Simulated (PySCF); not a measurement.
Computed shifts of a molecule C₄H₇Cl, PBE/pcSseg-1 (PySCF), GIAO, gas phase, atoms alike by connectivity averaged where their shifts nearly agree, in ppm (number of nuclei): ¹³C: 144.0 (1), 126.4 (1), 52.1 (1), 47.5 (1). ¹H: 6.14 (1), 5.73 (1), 5.61 (1), 3.61 (1), 3.43 (1), 2.78 (1), 2.50 (1). References: ¹³C against TMS (σ = 182.0 ppm); ³⁵Cl against HCl (σ = 936.5 ppm); ¹H against TMS (σ = 31.49 ppm), references at their B3LYP-D3(BJ)/def2-TZVP geometries, non-relativistic (without spin–orbit terms, shifts of atoms bonded to Cl or Br come out too high). Geometry: PBE0-D3(BJ)/def2-SVP. One conformer was computed; it need not be the lowest.

Problem. Which structure fits?
(A) C[C@@H]1C[C@H]1Cl
(B) C=C(Cl)CC
(C) C=CCCCl
(D) C/C=C(\C)Cl

Solution. C, C=CCCCl
